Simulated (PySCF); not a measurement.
**`C=C[C@@H]1C[C@H](C)O[SiH2]1`, C6H12OSi**

Geometry:
```tsv
atom	x (Å)	y (Å)	z (Å)
C1	3.320	-0.274	0.091
C2	2.090	-0.336	-0.388
C3	0.885	0.197	0.292
C4	-0.299	-0.775	0.263
C5	-1.585	0.030	0.473
C6	-2.818	-0.682	-0.065
O7	-1.448	1.280	-0.183
Si8	0.077	1.742	-0.519
H9	3.531	0.170	1.051
H10	4.166	-0.654	-0.453
H11	1.912	-0.785	-1.358
H12	1.136	0.433	1.331
H13	-0.347	-1.250	-0.720
H14	-0.207	-1.558	1.018
H15	-1.721	0.240	1.543
H16	-2.710	-0.845	-1.134
H17	-2.941	-1.641	0.433
H18	-3.703	-0.075	0.106
H19	0.269	1.812	-1.964
H20	0.387	2.981	0.182
```

Level of theory: PySCF 2.14.0, GIAO KT3/pcSseg-1 magnetisability, rotational g tensor and spin-rotation constants, non-relativistic, gas phase. Geometry: GFN2-xTB.

(1) Give the nuclear spin-rotation constants along the inertial axes (H = +C I·J) beside the isotropic shieldings.

(2) How do the rotational constants and the g tensor change when H9, H10, H11, H12, H13, H14, H15, H16, H17, H18, H19, H20 are replaced by deuterium?

## Answers

(1) Rotational constants 3.1819, 1.1366, 0.9018 GHz. A star marks the isotopologue with that one atom substituted, in its own axes.
| atom | isotope | Caa (kHz) | Cbb (kHz) | Ccc (kHz) | mean (kHz) | σ (ppm) |
| --- | --- | --- | --- | --- | --- | --- |
| H9 | 1H | -0.286 | -0.125 | 0.068 | -0.115 | 26.7 |
| H10 | 1H | 0.052 | -0.119 | -0.037 | -0.034 | 26.9 |
| H11 | 1H | -0.303 | -0.118 | 0.079 | -0.114 | 25.9 |
| H12 | 1H | -0.313 | -0.132 | 0.038 | -0.136 | 29.2 |
| H13 | 1H | -0.360 | -0.119 | 0.022 | -0.152 | 30.5 |
| H14 | 1H | -0.332 | 0.012 | -0.076 | -0.132 | 29.6 |
| H15 | 1H | -0.264 | -0.126 | 0.055 | -0.112 | 27.3 |
| H16 | 1H | -0.342 | -0.136 | 0.027 | -0.150 | 30.7 |
| H17 | 1H | -0.348 | 0.026 | -0.097 | -0.140 | 30.5 |
| H18 | 1H | -0.001 | -0.088 | -0.094 | -0.061 | 30.0 |
| H19 | 1H | -0.296 | -0.081 | 0.035 | -0.114 | 27.1 |
| H20 | 1H | -0.282 | -0.010 | -0.024 | -0.105 | 26.9 |
| C1 | 13C* | 0.918 | 0.185 | 0.344 | 0.482 | 78.9 |
| C2 | 13C* | 1.079 | 0.207 | 0.410 | 0.565 | 48.5 |
| C3 | 13C* | 0.528 | 0.204 | 0.183 | 0.305 | 143.0 |
| C4 | 13C* | 0.509 | 0.230 | 0.185 | 0.308 | 138.3 |
| C5 | 13C* | 0.806 | 0.214 | 0.254 | 0.425 | 103.3 |
| C6 | 13C* | 0.469 | 0.189 | 0.141 | 0.266 | 158.9 |
| O7 | 17O* | -0.363 | -0.125 | -0.105 | -0.198 | 259.4 |
| Si8 | 29Si* | -1.660 | -0.727 | -0.595 | -0.994 | 372.2 |

For the geometry as given, no vibrational averaging.

(2) Constants 2.5691, 0.9592, 0.7752 GHz; g -0.0240, -0.0087, -0.0101, against -0.0296, -0.0102, -0.0117 before.
